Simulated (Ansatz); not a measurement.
Computed with Ansatz on PBE0-D4/def2-TZVP structures; ΔE is electronic, products minus reactants. CCSD(T)/CBS is the MP2 limit (def2-TZVPP, def2-QZVPP) plus CCSD(T) − MP2 in def2-TZVPP, frozen cores. This one scheme is used for every species. One conformer a species, not always the lowest.

`S=CBS` + CH₃NH₂ → `CNBC=S` + H₂S  (ligand exchange at a B–S bond)

```
 species  CCSD(T)/def2-TZVPP energy (Eh)
 `S=CBS`                      -860.08597
  CH₃NH₂                       -95.69970
`CNBC=S`                      -556.87549
     H₂S                      -398.93111
```

Work out ΔE.

ΔE = (-556.87549) + (-398.93111) − (-860.08597) − (-95.69970) = -0.02093 Eh = -13.1 kcal/mol. CCSD(T)/CBS gives -12.9 kcal/mol.

Largest T1 diagnostic among the species: 0.017.

In def2-TZVPP, CCSD(T) changes the Hartree–Fock value by +2.8 kcal/mol (the triples alone add +0.8 kcal/mol) and MP2 by +3.6 kcal/mol. From PBE to PBE0 (25 % exact exchange), in def2-TZVPP and without D4, ΔE moves by −0.9 kcal/mol.
